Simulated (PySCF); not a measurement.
C8H8.
SMILES: `C=CCCC#CC#C`

Computed with TDDFT PBE0/def2-SVPD, vertical, gas phase, core orbitals frozen in the response in PySCF 2.14.0, density-fitted response routines. Geometry: PBE0-D3(BJ)/def2-SVP, one conformer, isolated molecule. Torsions of this conformer, `[CH:1]#[C:2][C:3]#[C:4][CH2:5][CH2:6][CH:7]=[CH2:8]`: C4–C5–C6–C7 179°, C5–C6–C7–C8 119°.

Broadening: Gaussians 0.25 eV wide at half height, area fixed by f = 4.319×10⁻⁹ ∫ε dν̃. The width is an assumption, not a result. The curve ends short of the highest state used, and states not computed would add to its high-energy end.

(E (eV), ε (L mol⁻¹ cm⁻¹)): (4.29, 0), (4.33, 0), (4.38, 0), (4.42, 0), (4.47, 0), (4.51, 1), (4.56, 3), (4.60, 9), (4.64, 20), (4.69, 48), (4.73, 85), (4.78, 142), (4.82, 184), (4.87, 208), (4.91, 196), (4.96, 149), (5.00, 102), (5.05, 52), (5.09, 26), (5.14, 9), (5.18, 3), (5.23, 1), (5.27, 0), (5.32, 0), (5.36, 0), (5.41, 0), (5.45, 0), (5.50, 0), (5.54, 0), (5.59, 0), (5.63, 0), (5.67, 0), (5.72, 0), (5.76, 0), (5.81, 0), (5.85, 0)

(1) Where are the band maxima, and which computed states make them?

(2) Coming from long wavelengths, where does ε first pass 100 L mol⁻¹ cm⁻¹?

(3) On this curve, what absorbance would a 10⁻³ mol/L sample give at 266 nm over a 1 cm path?

## Answers

(1) 254 nm (4.87 eV), ε about 210, made up of S2 (84%) and S3 (16%) (ε in L mol⁻¹ cm⁻¹; maxima over ε = 5, shares over 10%). At its high-energy end, 5.85 eV, the curve is still rising (ε about 0.023, from S4). The states used: S1 4.66 eV (f 0.0000); S2 4.87 eV (f 0.0016); S3 4.88 eV (f 0.0003); S4 6.41 eV (f 0.199); S5 6.44 eV (f 0.0034); S6 6.45 eV (f 0.0059).

(2) At about 261 nm (4.74 eV), 0.08 eV above S1.

(3) 266 nm is 4.661 eV, where ε is about 29 L mol⁻¹ cm⁻¹, so A = ε c l ≈ 0.029 (Beer–Lambert, with the gas-phase spectrum and the assumed width).
